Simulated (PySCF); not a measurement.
PySCF input (M06-2X/6-31G* (5d)):

```python
from pyscf import gto, dft

mol = gto.M(
    atom='''
    O     1.51950000   -0.19014600    0.06236800
    C     0.32979900   -0.04127000    0.01353700
    C    -1.00244100   -0.54943700   -0.04873700
    C    -0.83702700    0.77962300   -0.02676500
    H    -1.73981000   -1.33933800   -0.08892500
    H    -1.35817500    1.72701100   -0.03823300
    ''',
    basis='6-31g*',
    charge=0,
    spin=0,
    verbose=4,
)

mf = dft.RKS(mol, xc='m062x')
mf.grids.level = 4
mf.conv_tol = 1e-9
mf.max_cycle = 100
mf.max_memory = 1500
mf.kernel()
if not mf.converged:
    mf = mf.newton()
    mf.kernel(mf.make_rdm1())
mf.dip_moment()
```

From the output:

```
diis_start_cycle = 1
diis_space = 8
diis_damp = 0
SCF conv_tol = 1e-09
SCF conv_tol_grad = None
SCF max_cycles = 100
direct_scf = True
direct_scf_tol = 1e-13
XC library pyscf.dft.libxc version 7.1.2
    S. Lehtola, C. Steigemann, M. J. T. Oliveira, and M. A. L. Marques,  SoftwareX 7, 1–5 (2018)
XC functionals = m062x
    Y. Zhao and D. G. Truhlar,  Theor. Chem. Acc. 120, 215 (2008)
    Y. Zhao and D. G. Truhlar,  Theor. Chem. Acc. 120, 215 (2008)
radial grids:
    Treutler-Ahlrichs [JCP 102, 346 (1995); DOI:10.1063/1.469408] (M4) radial grids

becke partition: Becke, JCP 88, 2547 (1988); DOI:10.1063/1.454033
pruning grids: <function nwchem_prune>
grids dens level: 4
symmetrized grids: False
atomic radii adjust function: <function treutler_atomic_radii_adjust>
small_rho_cutoff = 0
Set gradient conv threshold to 3.16228e-05
Initial guess from minao.
tot grids = 145504
init E= -191.469954576698
  HOMO = -0.289797054654111  LUMO = -0.0397591948009182  gap/eV = 6.80388
cycle= 1 E= -190.440862619502  delta_E= 1.03  |g|= 0.729  |ddm|= 2.61
  HOMO = -0.166630594864285  LUMO = -0.0460438970136172  gap/eV = 3.28133
cycle= 2 E= -190.243499431599  delta_E= 0.197  |g|= 1.28  |ddm|= 2.16
  HOMO = -0.288085690886277  LUMO = 0.0122007401435438  gap/eV = 8.17121
cycle= 3 E= -190.561707646372  delta_E= -0.318  |g|= 0.0479  |ddm|=  1.4
  HOMO = -0.302721536171661  LUMO = 0.00322226143954873  gap/eV = 8.32515
cycle= 4 E= -190.562337532771  delta_E= -0.00063  |g|= 0.0234  |ddm|= 0.0905
  HOMO = -0.299086735753714  LUMO = 0.00828467375952036  gap/eV = 8.36400
cycle= 5 E= -190.562491106559  delta_E= -0.000154  |g|= 0.005  |ddm|= 0.0314
  HOMO = -0.300379931900902  LUMO = 0.00810465609153965  gap/eV = 8.39429
cycle= 6 E= -190.562501534986  delta_E= -1.04e-05  |g|= 0.00178  |ddm|= 0.014
  HOMO = -0.300384025139475  LUMO = 0.00805097231910512  gap/eV = 8.39294
cycle= 7 E= -190.562502628492  delta_E= -1.09e-06  |g|= 0.000823  |ddm|= 0.00456
  HOMO = -0.300460196656084  LUMO = 0.00817317999430633  gap/eV = 8.39834
cycle= 8 E= -190.562502843187  delta_E= -2.15e-07  |g|= 0.000107  |ddm|= 0.00168
  HOMO = -0.300470637462346  LUMO = 0.00815924733243101  gap/eV = 8.39825
cycle= 9 E= -190.562502847828  delta_E= -4.64e-09  |g|= 1.8e-05  |ddm|= 0.000229
  HOMO = -0.300471903329325  LUMO = 0.00816220590011785  gap/eV = 8.39836
cycle= 10 E= -190.56250284795  delta_E= -1.21e-10  |g|= 1.54e-06  |ddm|= 4.2e-05
  HOMO = -0.300472324599504  LUMO = 0.00816210109442572  gap/eV = 8.39837
Extra cycle  E= -190.56250284795  delta_E= -1.14e-13  |g|= 1.14e-06  |ddm|= 5.61e-06
converged SCF energy = -190.56250284795
Dipole moment(X, Y, Z, Debye): -4.06526,  0.50871, -0.16685
```

The geometry given is a B3LYP-D3(BJ)/def2-TZVP minimum.
